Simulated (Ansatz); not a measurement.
Reactions of `C=COCOC`.

Computed with Ansatz on PBE0-D4/def2-TZVP structures; ΔE is electronic, products minus reactants. CCSD(T)/CBS is the MP2 limit (def2-TZVPP, def2-QZVPP) plus CCSD(T) − MP2 in def2-TZVPP, frozen cores. This one scheme is used for every species. For Ga outer-core shells are correlated without core-valence functions, which leaves a few kJ/mol of doubt a bond. Scalar relativity is left out up to krypton. One conformer a species, not always the lowest.

```tsv
reaction	CCSD(T)/CBS(def2) (kcal/mol)
`C=COCOC` + `O[SiH2]N[SiH](O)F` → `CN([SiH2]O)[SiH](O)F` + `C=COCO`	1.3
`C=COCOC` + `[NH2][GaH2]` → `C=C[NH][GaH2]` + `COCO`	-4.7
`C=COCOC` + H₂ → `C=COC` + CH₃OH	-14.9
`C=COCOC` + `[SiH3]CS` → `C=CSC[SiH3]` + `COCO`	-5.7
`C=COCOC` + `CS[SiH]` → `C[Si]SC` + `C=COCO`	?
```

**Question.** Fill in the missing values. (Best estimate.)

**Answer.** Computed: `C=COCOC` + `CS[SiH]` → `C[Si]SC` + `C=COCO`: -18.6 kcal/mol.

Largest T1 diagnostic: 0.016, for `CS[SiH]`.
